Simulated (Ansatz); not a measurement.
# Ligand exchange: CHBr2Cl + GeH3I → CHBr2I + GeH3Cl

Gas-phase species: CHBr2Cl (chlorodibromomethane) `ClC(Br)Br`, singlet; GeH3I `[GeH3][I]`, singlet; CHBr2I (dibromoiodomethane) `BrC(Br)I`, singlet; GeH3Cl (chlorogermane) `[Cl][GeH3]`, singlet. The partners trade Cl for I: C–Cl and Ge–I bonds give way to C–I and Ge–Cl.

Shapes, held fixed at every level: PBE0-D4/def2-TZVP. Programs: Ansatz 0.2.0. The zero-point and thermal change to 298 K, harmonic and unscaled (PBE0-D4/def2-TZVP), is -0.5 kJ/mol.

| level | kind | ΔH(298 K) (kJ/mol) | less CCSD(T)/def2-TZVPP |
| --- | --- | --- | --- |
| HF/def2-SVP | Hartree–Fock | +3.3 | +10.3 |
| HF/def2-TZVPP | Hartree–Fock | +1.7 | +8.7 |
| PBE0-D4/def2-TZVPP | global hybrid | +2.5 | +9.5 |
| r2SCAN0-D4/def2-TZVPP | global hybrid | +2.9 | +9.9 |
| wB97X-V/def2-TZVPP | range-separated hybrid | -0.6 | +6.4 |
| CCSD(T)/def2-SVP | coupled cluster or CI | +3.4 | +10.4 |
| CCSD/def2-SVP | coupled cluster or CI | +4.1 | +11.1 |
| CCSD(T)/def2-TZVPP | coupled cluster or CI | -7.0 | 0.0 |

The highest level, CCSD(T)/def2-TZVPP, gives ΔH(298 K) = -7.0 kJ/mol; the levels span -7.0 to +4.1. They disagree on the sign: 6 of 8 are positive. The column of differences is taken from that level and isn't an error. No measured value is set beside it here. For atoms past krypton def2 sets carry core potentials with scalar relativity. Relativity is left out for Br, Ge. Outer-core shells of Br, Ge, I are correlated, in sets that cover them unevenly. CCSD(T)/def2-TZVPP lies outside the range of the other correlated levels here, so it shouldn't be taken on trust.
